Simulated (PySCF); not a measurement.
Some computed properties have been withheld. Give your best values.

Species: C₉H₁₂Si.
Bonds: Si1–C2, C2–C3, C3–C4, C4–C5 (double), C5–C6, C6–C7, C7–C8 (double), C6–C9, C9–C10 (double), C3–C8, C3–C10. Hydrogens: H11, H12, H13 on Si1; H14, H15 on C2; H16 on C4; H17 on C5; H18 on C6; H19 on C7; H20 on C8; H21 on C9; H22 on C10.

Conformer (atom-mapped SMILES and torsion angles): `[SiH3:1][CH2:2][C@@:3]12[CH:4]=[CH:5][C@@H:6]([CH:7]=[CH:8]1)[CH:9]=[CH:10]2`: Si1–C2–C3–C4 180°.

| property | level | value |
| --- | --- | --- |
| point group of the GFN2-xTB geometry | GFN2-xTB | ? |
| rotational constants A, B, C of the GFN2-xTB geometry | GFN2-xTB | ? |
| dipole moment | PBE0/pcSseg-1 | ? |
| HOMO energy | PBE0/pcSseg-1 | ? |
| LUMO energy | PBE0/pcSseg-1 | ? |
| 13C chemical shifts (computed TMS as zero) by class | GIAO PBE0/pcSseg-1 | 155.2 (C4/C8/C10), 152.3 (C5/C7/C9), 57.9 (C3), 54.4 (C6), 15.8 (C2) ppm |
| 1H chemical shifts (computed TMS as zero) by class | GIAO PBE0/pcSseg-1 | ? |
| isotropic shieldings of nuclei other than C and H, by class | GIAO PBE0/pcSseg-1 | ? |

Gas-phase values; electronic properties from PySCF, density fitting. Isolated species at its GFN2-xTB geometry (one conformer only). GFN2-xTB frequencies show an imaginary mode (21i cm⁻¹), so this geometry is no minimum at that level. NMR classes are plain means over equivalent atoms (diastereotopic ones count apart unless rotation or inversion swaps them), as if these changed places fast; in this geometry the members of some classes differ.

Problem. Give the point group of the GFN2-xTB geometry.

Solution. Cs.

Problem. Give the isotropic shieldings of nuclei other than C and H, by class.

Solution. 428 (Si1) ppm.

Problem. The LUMO energy?

Solution. -0.17 eV.

Problem. What are the rotational constants A, B, C of the GFN2-xTB geometry?

Solution. 2.573, 0.828, 0.804 GHz.

Problem. What is the dipole moment?

Solution. 0.69 D.

Problem. Give the 1H chemical shifts (computed TMS as zero) by class.

Solution. 7.21 (H17/H19/H21), 6.96 (H16/H20/H22), 4.69 (H18), 4.03 (H11/H12/H13), 1.78 (H14/H15) ppm.

Problem. The HOMO energy?

Solution. -6.06 eV.

The rotational constants make it an asymmetric top with κ = (2B − A − C)/(A − C) = -0.97, nearer the prolate limit (−1). With B = h/(8π²I), that is 505.379 GHz u Å² over I, the principal moments of inertia are 196.4, 610.5 and 628.4 u Å² (most abundant isotopes). A dipole of 0.69 D is allowed in Cs, and pure rotational transitions are dipole-allowed. In atomic units the dipole is 0.27 e·bohr (1 au = 2.5417 D).
